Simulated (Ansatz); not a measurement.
`FB[AsH2]`, relaxed with RKS PBE-D4/def2-SVP in the Gaussian-basis code of Ansatz from a rough embedded geometry. The force threshold is 0.03 eV/Å; the program also tests the step.

The species carries charge 0 and has multiplicity 1.

Start:

```xyz
6

F     1.874   -1.050   -0.257
B     0.876   -0.155    0.082
As   -1.039   -0.504   -0.463
H     1.099    0.858    0.662
H    -1.220    0.989   -0.995
H    -1.590   -0.138    0.970
```

```
         step  energy (eV)  largest force (eV/Å)  largest move (Å)
            1  -64260.9174                 1.855             0.000
            2  -64261.0453                 1.299             0.119
            3  -64261.0790                 1.016             0.075
            4  -64261.0987                 0.608             0.045
            5  -64261.1086                 0.057             0.025
            6  -64261.1098                 0.114             0.059
            7  -64261.1184                 0.080             0.122
            8  -64261.1198                 0.049             0.010
            9  -64261.1357                 0.094             0.120
           10  -64261.1387                 0.108             0.024
           11  -64261.1681                 0.428             0.200
           12  -64261.1759                 1.065             0.195
           13  -64261.2205                 0.283             0.200
           14  -64261.2567                 0.352             0.200
           15  -64261.2621                 0.109             0.039
           16  -64261.2631                 0.047             0.033
           17  -64261.2638                 0.060             0.013
18 (rejected)  -64261.2637                 0.048             0.010
           19  -64261.2640                 0.014             0.005
```

End:

```xyz
6

F     1.463   -1.023    0.695
B     0.898   -0.024    0.019
As   -0.994   -0.218   -0.721
H     1.590    0.951   -0.228
H    -1.388    1.203   -0.298
H    -1.568   -0.889    0.534
```

Run time 16 s (2 threads of an Arm Neoverse V2 on a shared host); peak host memory 0.14 GiB.
